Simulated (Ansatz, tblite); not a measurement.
Removing an electron: Ga5N4H16⁻, a cluster cut from zinc blende GaN (hydrogen-capped). The state is a singlet with charge -1. Geometry: PBE-D4/def2-SVP. Ansatz, gas phase; energy differences of separate SCF runs; the oxidised species was run as a doublet alone.

Cartesian coordinates in Å:
```
Ga -1.1584 -2.0965 0.5624
Ga -1.8783 0.4516 -1.5204
Ga -0.8212 1.0677 1.5924
Ga 2.0270 -0.6495 1.2314
Ga 1.3086 1.9030 -0.8466
N -1.7296 -0.2151 0.3370
N 0.8516 -1.9914 0.2467
N 0.0635 0.8043 -2.0276
N 1.0781 1.0608 0.9294
H -1.7090 -3.0285 -0.6216
H -1.3366 -2.5869 2.0697
H -2.3571 -0.7020 -2.5273
H -2.6066 1.8696 -1.5770
H -0.8512 0.4484 3.0681
H -1.4369 2.5279 1.3667
H 1.9852 -1.0797 2.7668
H 3.4311 -0.6928 0.4565
H 0.7301 3.3893 -0.8698
H 2.7739 1.6365 -1.4429
H -2.7047 -0.2093 0.6806
H 1.2196 -2.9194 0.5028
H 1.0339 -1.9251 -0.7645
H 0.0250 1.3061 -2.9270
H 0.5198 -0.0881 -2.2636
H 1.5421 1.7192 1.5776
```

The xTB rows come from tblite. LC-ωPBE has ω = 0.4 bohr⁻¹. Single mean-field runs in def2-TZVP are fitted with def2-universal-jkfit.

```csv
level,−HOMO (eV),vertical IE (eV),−LUMO (eV),HOMO–LUMO gap (eV)
GFN1-xTB,6.66,8.74,0.97,5.69
GFN2-xTB,7.81,9.79,1.78,6.03
PBE0-D4/def2-TZVP,3.71,5.34,-2.81,6.53
LC-ωPBE/def2-TZVP,6.40,5.99,-4.85,11.24
```

Run but left out: PBE-D4/def2-TZVP (neutral doublet: an occupied level 0.08 eV above an empty one).  Raw xTB energy differences between charge states are shifted by several eV; the methods need an empirical correction for them.
